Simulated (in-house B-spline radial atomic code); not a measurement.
# The strontium ion Sr²⁺: [Ar] 3d10 4s2 4p6

All numbers are computed (Dirac-Kohn-Sham B97-1, spherical fractional occupations, exact exchange averaged over the configuration; Fermi nucleus of rms radius 4.224 fm) with a radial B-spline atomic code at the basis-set limit, not measured.

Effective charges: Z_r = [3n² - l(l+1)]/(2<r>) from the radius, Z_e = n√(-2ε) from the energy, and Slater's rules. Values are occupation-weighted means over j. An effective charge above Z reflects the relativistic contraction of the inner shells.

```tsv
shell	electrons	ε (eV)	<r> (bohr)	Z_r	Z_e	Slater
1s	2	-16002	0.03916	38.31	34.29	37.70
2s	2	-2193.5	0.1721	34.86	25.39	33.85
2p	6	-1950	0.1503	33.27	23.94	33.85
3s	2	-357.26	0.4913	27.48	15.37	26.75
3p	6	-278.15	0.4977	25.11	13.56	26.75
3d	10	-147.24	0.4976	21.10	9.87	16.85
4s	2	-57.347	1.355	17.71	8.21	10.25
4p	6	-38.106	1.548	14.86	6.69	10.25
```

The least bound orbital is 4p3/2 at -37.7 eV, and it is also the most diffuse (<r> = 1.558 bohr).

Spin-orbit splittings of the orbital energies (j = l + 1/2 above j = l - 1/2 when positive): 2p 68.49 eV, 3p 10.61 eV, 3d 1.854 eV, 4p 1.208 eV.

For the 1s electron the small component carries 1.91 % of the norm, the zero-frequency Breit interaction raises the level by 28.08 eV, self-energy by 15.06 eV, and vacuum polarisation lowers it by 1.623 eV.
